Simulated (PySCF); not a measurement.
Level of theory: PBE-D3(BJ)/def2-TZVP // PBE0-D3(BJ)/def2-SVP run with PySCF. All species are isolated molecules in the gas phase. One relaxed conformer stands for a flexible species; it need not be the lowest. Delta-SCF ions had no search for a lower state. Excitations are Tamm–Dancoff values on a coarser integration grid. The basis has no diffuse functions, so Rydberg states are missing or too high.

Reference species (SMILES): `COc1c([SiH3])sc2ccsc12` (C–O–C–C torsion 177°) (neutral, multiplicity 1).

- brightest of the four lowest singlets (TDA): 3.89 eV
- T1 excitation (TDA): 2.80 eV
- HOMO: -4.93 eV
- vertical ionisation energy (Delta-SCF): 7.26 eV

Changed species: `c1(cc2c(s1)cc(s2)[SiH3])OC` (C–O–C–S torsion 0°).

Q: Predict the effect on the brightest of the four lowest singlets (TDA), T1 excitation (TDA), HOMO and vertical ionisation energy (Delta-SCF).

A: the brightest of the four lowest singlets (TDA) rises by 0.39 eV, to 4.28 eV; the T1 excitation (TDA) rises by 0.15 eV, to 2.95 eV; the HOMO goes up by 0.03 eV, to -4.90 eV; the vertical ionisation energy (Delta-SCF) decreases by 0.05 eV, to 7.21 eV.
